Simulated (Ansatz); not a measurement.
Consider the cleavage of the Si–P bond: `P[SiH2]Cl` + `S[Si](Cl)(Cl)Cl` → `Cl[SiH2]S[Si](Cl)(Cl)Cl` + PH₃.

Calculated with Ansatz (gas phase, PBE0-D4/def2-TZVP geometries, no zero-point term in ΔE). CCSD(T)/CBS adds triple-zeta CCSD(T) − MP2 to the extrapolated MP2 energy (def2 sets, frozen cores). This one scheme is used for every species. DFT in def2-TZVPP. B3LYP here is the variant with VWN-RPA as its local correlation; programs differ in this. Each species was taken in one conformer, which may not be the lowest.

| level | ΔE (kJ/mol) |
| --- | --- |
| PBE-D4 | -41.5 |
| B3LYP-D4 | -48.4 |
| ωB97X-V | -44.1 |
| r2SCAN | -40.4 |
| B3LYP | -33.7 |
| CCSD(T)/def2-TZVPP | -44.4 |
| HF/def2-QZVPP | -37.6 |
| SCS-MP2/def2-QZVPP | -48.7 |

(1) What does CCSD(T)/CBS give? (Estimate.)

Largest T1 diagnostic among the species: 0.013.

Results:

(1) Ansatz gave: -46.0 kJ/mol. The listed levels differ from it by 4.5, -2.4, 1.9, 5.6, 12.3, 1.6, 8.4, -2.7 kJ/mol.

The D4 term adds −14.7 kJ/mol with B3LYP and −8.6 kJ/mol with PBE0; it sums over pairs of atoms, weighted by their polarisabilities, and B3LYP, whose exchange is more repulsive, gets the larger term. In def2-TZVPP, CCSD(T) changes the Hartree–Fock value by −6.6 kJ/mol (the triples alone add −2.2 kJ/mol) and MP2 by −13.4 kJ/mol.
